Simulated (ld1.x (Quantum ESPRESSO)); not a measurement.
**Reading a pseudo-wave (cadmium (Cd))**

Columns: radius, all-electron u(r) and pseudo u(r) of the 5s shell (level -6.05 eV) of cadmium in the configuration [Kr] 4d10 5s1.75 5p0.25; PBEsol, scalar-relativistic, TM scheme, ld1.x (Quantum ESPRESSO) 7.5.

| r (bohr) | all-electron | pseudo |
| --- | --- | --- |
| 0.118 | -0.0892 | 0.0242 |
| 0.235 | 0.1754 | 0.0479 |
| 0.353 | 0.1082 | 0.0714 |
| 0.470 | -0.1041 | 0.0942 |
| 0.588 | -0.2567 | 0.1169 |
| 0.705 | -0.2957 | 0.1396 |
| 0.822 | -0.2439 | 0.1638 |
| 0.940 | -0.1372 | 0.1915 |
| 1.058 | -0.0079 | 0.2250 |
| 1.175 | 0.1221 | 0.2661 |
| 1.292 | 0.2421 | 0.3169 |
| 1.410 | 0.3476 | 0.3774 |
| 1.528 | 0.4354 | 0.4432 |
| 1.645 | 0.5054 | 0.5063 |
| 1.763 | 0.5600 | 0.5600 |
| 1.880 | 0.6000 | 0.6000 |
| 1.998 | 0.6281 | 0.6281 |
| 2.115 | 0.6455 | 0.6455 |
| 2.232 | 0.6543 | 0.6543 |
| 2.350 | 0.6558 | 0.6558 |
| 2.468 | 0.6512 | 0.6512 |
| 2.585 | 0.6419 | 0.6419 |
| 2.702 | 0.6287 | 0.6287 |
| 2.820 | 0.6123 | 0.6123 |
| 2.938 | 0.5936 | 0.5936 |
| 3.055 | 0.5732 | 0.5732 |

(1) How many radial nodes do the two functions have?

(2) At about which radius was the pseudo-wave matched?

(3) Is the pseudo-wave norm-conserving?

Answers

(1) The all-electron 5s function has n − l − 1 = 4 (the table is too coarse to show those close to the nucleus); the pseudo-wave has 0, since the states of the same l below it are removed with the core.

(2) 1.85 bohr, where the columns begin to agree (steps of 0.12 bohr).

(3) Yes: the TM scheme keeps the norm inside the radius equal to the all-electron one, which fixes the energy derivative of the logarithmic derivative at the level.
